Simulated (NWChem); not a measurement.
System: CH₃BeClS; SMILES C[S][Be][Cl]

Computed with NWChem. Each level has its own optimisation; frequencies are unscaled. One conformer.

```
level                                 r Be–Cl (Å)  r Be–S (Å)  r C–S (Å)  r C–H (Å)  highest harmonic frequency (cm⁻¹)  lowest (cm⁻¹)  zero-point energy (kcal/mol)  dipole (D)
------------------------------------  -----------  ----------  ---------  ---------  ---------------------------------  -------------  ----------------------------  ----------
PBE/def2-SVP                                1.826       1.903      1.852      1.106                               3104             62                          25.7        1.81
LDA (Slater exchange, VWN5)/def2-SVP        1.808       1.885      1.828      1.108                               3098             53                          25.6        1.78
Hartree-Fock/STO-3G                         1.796       1.831      1.815      1.086                               3750             87                          31.8        2.44
Hartree-Fock/3-21G                          1.844       1.909      1.916      1.077                               3361             74                          28.3        2.58
PBE0/def2-SVP                               1.819       1.895      1.835      1.098                               3195             71                          26.5        1.85
```
